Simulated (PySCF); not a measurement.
`[O-]C#CC#CB(F)F`, [C4BF2O]-, charge -1

Geometry:
```json
{"atom": "O1", "x (Å)": "4.074", "y (Å)": "0.837", "z (Å)": "0.350"}
{"atom": "C2", "x (Å)": "2.897", "y (Å)": "0.602", "z (Å)": "0.246"}
{"atom": "C3", "x (Å)": "1.685", "y (Å)": "0.359", "z (Å)": "0.139"}
{"atom": "C4", "x (Å)": "0.399", "y (Å)": "0.102", "z (Å)": "0.026"}
{"atom": "C5", "x (Å)": "-0.812", "y (Å)": "-0.142", "z (Å)": "-0.079"}
{"atom": "B6", "x (Å)": "-2.233", "y (Å)": "-0.428", "z (Å)": "-0.194"}
{"atom": "F7", "x (Å)": "-2.764", "y (Å)": "-1.623", "z (Å)": "-0.580"}
{"atom": "F8", "x (Å)": "-3.236", "y (Å)": "0.458", "z (Å)": "0.069"}
```

Total charge -1.

Method: TDDFT PBE0/def2-SVPD excited states, vertical, gas phase (PySCF). Geometry: GFN2-xTB.

For a gas-phase anion, states above the detachment energy (about 1.6 eV, taken as minus the energy of the highest occupied orbital) lie in the continuum and depend on the basis.

(1) Give the one- and two-photon strengths of the lowest singlets.

Answers

(1) δ for parallel linear polarisation; σ at the peak of a Lorentzian of half width 0.1 eV, single beam; Ω is circular over linear.
```tsv
state	E (eV)	f	photon λ (nm)	δ (au)	σ (GM)	Ω	main
S1	2.95	0.000	840	<0.1	0.00	–	HOMO→LUMO 0.99
S2	3.78	0.070	655	88	0.46	0.73	HOMO−1→LUMO 0.65, HOMO→LUMO+2 0.34
S3	4.45	0.000	558	0.52	0.00	1.50	HOMO−1→LUMO+2 0.99
S4	4.54	0.004	546	71.3	0.54	1.50	HOMO→LUMO+1 0.92
S5	4.79	0.004	517	79.7	0.67	1.50	HOMO−1→LUMO+1 0.95
```

Among these, the strongest one-photon state is S2, the strongest two-photon state S5.
